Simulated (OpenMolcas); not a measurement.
Fe2+, Ru2+, Os2+: d6 down the group

| Quantity | Value |
| --- | --- |
| Program | OpenMolcas |
| Method | SS-CASPT2, IPEA 0.25 Eh, imaginary shift 0.1 Eh |
| Basis | ANO-RCC-VQZP |
| Scalar Hamiltonian | DKH2, point nucleus |
| Spin-orbit coupling | RASSI with atomic mean-field integrals over the reference wave functions, term energies averaged over their components |

Active space for each ion: 6 electrons in 5 orbitals (d); closed shells correlated by CASPT2: Fe2+ 3s 3p; Ru2+ 4s 4p; Os2+ 5s 5p.

Computed levels in cm-1 above 5D4:

```
                               Level   Fe2+   Ru2+   Os2+
                                 5D3    434   1172   4720
                                 5D2    739   1861   4720
                                 5D1    935   2310   7190
                                 5D0   1031   2530   7460
                              3P2(1)  18920  15350  16750
                                 3H6  19830  15600  16950
                                 3H5  20040  15850  24930
                              3P1(1)  20190  18690  29700
                              3F3(1)  21390  17380  19200
weight of 5D in the lowest level (%)    100     99     85
```

Mixed levels, with the weight of the term that names them: Os2+ 5D2 (69 %), Os2+ 3P2(1) (52 %), Os2+ 3H5 (50 %), Os2+ 3P1(1) (73 %), Os2+ 3F3(1) (52 %).

Measured, with the error of the calculation in %. Measured levels: Fe2+ from Corliss and Sugar, J. Phys. Chem. Ref. Data 11, 135 (1982); Ru2+ from Moore, Atomic Energy Levels, vol. III, NSRDS-NBS 35 (1971 reprint of NBS Circular 467, 1958).

```
 Level          Fe2+         Ru2+
   5D3    436 (-0.4)  1159 (+1.1)
   5D2       739 (0)  1826 (+1.9)
   5D1    932 (+0.3)  2266 (+2.0)
   5D0   1027 (+0.4)  2476 (+2.1)
3P2(1)  19405 (-2.5)             
   3H6  20051 (-1.1)             
   3H5  20301 (-1.3)             
3P1(1)  20688 (-2.4)             
3F3(1)  21700 (-1.4)
```

The fine-structure level 5D0 changes by a factor of 7.24 from Fe2+ to Os2+.

Without spin-orbit coupling 3P(1) lies 19100, 15710, 15010 cm-1 above 5D in that order; the difference to the level 3P2(1), of either sign, comes from spin-orbit coupling, which also lowers the zero.

Term energies are means over components that CASPT2 splits; among the terms shown or strongly mixed into the levels shown the widest spread is 150 cm-1 (5d6 1I, Os2+). Levels of configurations with an s electron are missing; early in the row they begin among the upper levels of the d shell and mix with terms of their name (holds for Ru2+). Configurations with an s electron lie low in 5d ions of this charge, fall among these levels and mix in, so low-spin terms can stand far too high, up to twice their true height, and weights are not those of the real levels (holds for Os2+). Measured partners are found by configuration, term and J. A level has none where our copy of the source lacks it or the pairing is in doubt (some pairs that miss far off the trend of their configuration count as doubtful), and it then counts in no deviation. Levels of configurations outside the active space are missing.

A number in round brackets counts repeated terms of one configuration in the order of the reference energies.
